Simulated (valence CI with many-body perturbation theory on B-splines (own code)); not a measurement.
# Level structure of Mg VII

Method: relativistic CI+MBPT: four valence electrons over a frozen Dirac-Fock core [He], a basis of 11 s, 11 p, 10 d, 8 f, 5 g, 2 h functions for each j, with the one-electron correlation potential Σ1 (screened to all orders), the two-electron term Σ2, the three-electron term Σ3, Breit, model QED; selected single and double excitations, second order for the rest, scaled by the run's own slope (own B-spline code, finite nucleus).

Against 63 measured levels this calculation errs by 196 cm⁻¹ on average and by 708 at most. These come from a selection out of NIST levels in Kelleher and Podobedova, J. Phys. Chem. Ref. Data 37, 267 (2008). Levels without a partner in it may be off by more. Among the levels kept, up to 1300 cm⁻¹ of a level comes from second order outside the variational space, and about a tenth of that is noise between levels of different J, which matters for small intervals. 3 measured levels below the end of the list, from 1357170 cm⁻¹ on, found no clear computed partner, and computed levels of the same name lie up to 108233 cm⁻¹ from them.

Levels 91 to 135 of 192, with energies above the lowest level, 2s²2p² ³P_0. "Leading %" is the weight of the configuration and term that name the level; weights of strongly mixed levels are sums over their largest components and can fall short.

```
No.  Configuration  Term  J  E (cm⁻¹)  Leading %  Second component      g
 91        2s2p²3d    ³F  4   1335200         98                    1.250
 92        2s2p²3p   ³F°  2   1348900         80  17 % 2s2p²3p ¹D°  0.728
 93        2s2p²3p   ³F°  3   1349300         98                    1.083
 94        2s2p²3p   ³F°  4   1349600         98                    1.250
 95        2s2p²3p   ¹D°  2   1350000         76  18 % 2s2p²3p ³F°  0.938
 96        2s2p²3d    ³D  1   1350500         98                    0.500
 97        2s2p²3d    ³D  2   1350800         98                    1.167
 98        2s2p²3d    ³D  3   1351200         98                    1.333
 99        2s2p²3s    ³S  1   1351200         95                    1.998
100        2s2p²3p   ¹F°  3   1357200         96                    1.006
101        2s2p²3p   ³D°  1   1358300         98                    0.500
102        2s2p²3p   ³D°  2   1358400         98                    1.167
103        2s2p²3p   ³D°  3   1358500         96                    1.327
104        2s2p²3p   ¹P°  1   1362500         95                    0.999
105        2s2p²3p   ³P°  0   1367800         94                         
106        2s2p²3p   ³P°  1   1367800         94                    1.499
107        2s2p²3p   ³P°  2   1367800         94                    1.500
108        2s2p²3s    ¹S  0   1368600         69   25 % 2s2p²3s ³P       
109        2s2p²3s    ³P  1   1372300         93                    1.496
110        2s2p²3s    ³P  0   1372700         69   25 % 2s2p²3s ¹S       
111        2s2p²3s    ³P  2   1373800         95                    1.500
112        2s2p²3s    ¹P  1   1380000         90                    1.007
113        2s²2p4s   ³P°  0   1408400         61  33 % 2s2p²3p ³P°       
114        2s²2p4s   ³P°  1   1409300         60  32 % 2s2p²3p ³P°  1.485
115        2s²2p4s   ³P°  2   1411500         61  34 % 2s2p²3p ³P°  1.500
116        2s2p²3d    ³G  3   1413900         93                    0.758
117        2s2p²3d    ³G  4   1413900         91    5 % 2s2p²3d ³F  1.061
118        2s2p²3d    ³G  5   1414000         96                    1.200
119        2s2p²3d    ³F  4   1414400         91    5 % 2s2p²3d ³G  1.239
120        2s2p²3d    ³F  3   1414400         94                    1.075
121        2s2p²3d    ³F  2   1414400         97                    0.666
122        2s²2p4s   ¹P°  1   1416700         87                    1.018
123        2s2p²3p   ¹S°  0   1420500         93                         
124        2s2p²3d    ³D  1   1421900         94                    0.499
125        2s2p²3d    ³D  2   1422000         94                    1.167
126        2s2p²3d    ³D  3   1422100         92                    1.324
127        2s2p²3d    ¹F  3   1422200         93                    1.009
128        2s2p²3p   ¹P°  1   1423300         65  21 % 2s2p²3p ³P°  1.117
129        2s2p²3p   ³P°  0   1424100         73  19 % 2s²2p4s ³P°       
130        2s2p²3p   ³P°  1   1424500         52  26 % 2s2p²3p ¹P°  1.355
131        2s2p²3p   ³P°  2   1424600         73  19 % 2s²2p4s ³P°  1.492
132        2s2p²3d    ¹G  4   1428500         97                    1.000
133        2s2p²3p   ³D°  1   1431300         89                    0.527
134        2s2p²3d    ³P  0   1431800         86   10 % 2s²2p4p ³P       
135        2s2p²3d    ³P  1   1431900         85   10 % 2s²2p4p ³P  1.500
```

Names give the largest LS component (configuration and term), which can be under half, so a name can repeat, a term be missing and a line seem to break the LS rules; names also repeat where a configuration has a term twice.

Where two levels of one J and parity lie close, their mixing, g and order are uncertain.
